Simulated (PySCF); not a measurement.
# Assigning NMR signals

Numbering as in the mapped SMILES `[CH3:1][C:2]([CH3:3])=[CH:4][SiH2:5][C@@H:6]([CH3:7])[F:8]`. Each H is labelled by its parent atom. Ha(Si5) is pro-R; Hb(Si5) is pro-S.

- GIAO PBE0/pcSseg-1 shieldings
- coordinates at the GFN2-xTB level
- run in PySCF 2.14.0 with density-fitted response routines
- non-relativistic, no solvent model, single conformer, rapidly exchanging positions averaged

Referencing at the same level of theory: 13C, 1H against TMS.

(1) Assign these signals to the numbered atoms. 13C{1H} NMR (computed): δ 166.9, 119.1, 87.7, 31.4, 27.2, 21.6.

(2) Assign these signals to the numbered atoms. 1H NMR (500 MHz, computed): δ 5.13 (m, 1H), 5.08 (m, 1H), 4.62 (m, 1H), 4.34 (m, 1H), 1.95 (s, 3H), 1.88 (s, 3H), 1.59 (m, 3H).

Answers

(1) 
| δ (ppm) | atoms | environment | reason |
| --- | --- | --- | --- |
| 166.9 | C2 | fully substituted alkene carbon | – |
| 119.1 | C4 | alkene CH | as expected for a trigonal carbon in a double bond |
| 87.7 | C6 | sp3 CH bonded to F and Si | pulled downfield by the heteroatom |
| 31.4 | C1 | allylic methyl carbon | aliphatic region, no heteroatom directly attached |
| 27.2 | C3 | allylic methyl carbon | – |
| 21.6 | C7 | methyl carbon | aliphatic region, no heteroatom directly attached |

(2) 
5.13 → H(C4), hydrogen on an alkene CH: attached to an sp2 carbon and in the plane of the double bond
5.08 → H(C6), hydrogen on an sp3 CH bonded to F and Si: its carbon carries F, an electronegative neighbour
4.62 → Ha(Si5), hydrogen on a silicon bonded to 2 C
4.34 → Hb(Si5), hydrogen on a silicon bonded to 2 C
1.95 → H(C1), hydrogen on an allylic methyl carbon: allylic position
1.88 → H(C3), hydrogen on an allylic methyl carbon
1.59 → H(C7), hydrogen on a methyl carbon

H(C4) and H(C6); H(C1) and H(C3) lie closer than the usual error of such a calculation, so a measured spectrum could show them in the other order.

Splittings by 19F in the carbon and heteronuclear signals aren't shown, as no couplings were computed. Shifts are as computed. Against solution values, carbons near 30 ppm lie about +3 ppm off and those near 130 ppm about +5 ppm. Of 1211 compounds with measured shifts, 218 miss one by over three times the rms of a fit or turn the order of signals round; such compounds aren't used in these exercises. Multiplicities follow the n + 1 count of equivalent neighbours, as no J values were calculated; m marks all less simple cases, F and P coupling included.
